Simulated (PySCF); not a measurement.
# Dipole polarisabilities along the third row, charge +2

Calculated with PySCF 2.14 for the ground configurations, without spin-orbit coupling: coupled response for Hartree-Fock and DFT. Mean α in bohr³, C₆ of like pairs in atomic units.

```
                                              species   α UHF   α PBE  α PBE0  C₆ UHF  C₆ PBE  C₆ PBE0
            Mg²⁺ [Ne] (aug-cc-pV5Z, non-relativistic)  0.4340  0.4755  0.4628  0.4598  0.5182   0.5003
    Al²⁺ [Ne] 3s1 (aug-cc-pV(5+d)Z, non-relativistic)   15.43   13.64   14.18   43.97   36.57    38.70
 P²⁺ [Ne] 3s2 3p1 (aug-cc-pV(5+d)Z, non-relativistic)   9.591   9.216   9.286   35.23   33.23    33.61
 S²⁺ [Ne] 3s2 3p2 (aug-cc-pV(5+d)Z, non-relativistic)   7.509   7.319   7.330   27.37   26.51    26.56
Cl²⁺ [Ne] 3s2 3p3 (aug-cc-pV(5+d)Z, non-relativistic)   5.983   5.880   5.870   21.28   20.94    20.87
Ar²⁺ [Ne] 3s2 3p4 (aug-cc-pV(5+d)Z, non-relativistic)   4.802   4.836   4.804   16.83   16.98    16.83
```

(1) Fill in the row of Si²⁺ [Ne] 3s2 (aug-cc-pV(5+d)Z, non-relativistic).

Answers

(1) α UHF 12.59; α PBE 11.70; α PBE0 11.95; C₆ UHF 45.07; C₆ PBE 40.17; C₆ PBE0 41.50.
